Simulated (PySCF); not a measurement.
- PBE0/pcSseg-1 with gauge-including orbitals
- GFN2-xTB structure
- code: PySCF 2.14
- one computed conformer, non-relativistic Hamiltonian, rapidly exchanging positions averaged, gas phase

Referencing at the same level of theory: ¹H and ¹³C against TMS. Shifts are as computed. Against solution values, carbons near 30 ppm lie about +3 ppm off and those near 130 ppm about +5 ppm; carbons on Cl a further +6 ppm. Of 1211 compounds with measured shifts, 218 miss one by over three times the rms of a fit or turn the order of signals round; such compounds aren't used in these exercises. Carbons bonded to Cl come out too deshielded.

Q: Order these molecules by the shift of their most deshielded carbon, lowest δ first.
A. C#CP(C)C(C)=O
B. FC(F)=C(F)C#P
C. Cc1coc(C)p1

A: B (181.6 ppm, fully substituted alkene carbon), C (206.5 ppm, substituted aromatic carbon next to the ring oxygen), A (229.0 ppm, carbonyl carbon).

Q: Order these molecules by the shift of their most shielded carbon-bound hydrogen, lowest δ first.
A. C#CP(C)C(C)=O
B. C[SiH2][Si@@H]([SiH3])/C(C=O)=C/Cl
C. Cc1coc(C)p1

A: B (0.49 ppm, hydrogen on a methyl carbon bonded to Si), A (1.51 ppm, hydrogen on a methyl carbon bonded to P), C (2.46 ppm, hydrogen on a methyl carbon on an aromatic ring).

Q: How many ¹³C and ¹H signals does each give (equivalence by symmetry and fast rotation, but not about amide C–N or C=N bonds)? `Cc1coc(C)p1`, `C#CP(C)C(C)=O`, `FC(F)=C(F)C#P`, `C[SiH2][Si@@H]([SiH3])/C(C=O)=C/Cl`

A: Cc1coc(C)p1: 5 C, 3 H; C#CP(C)C(C)=O: 5 C, 3 H; FC(F)=C(F)C#P: 3 C, 0 H; C[SiH2][Si@@H]([SiH3])/C(C=O)=C/Cl: 4 C, 7 H.
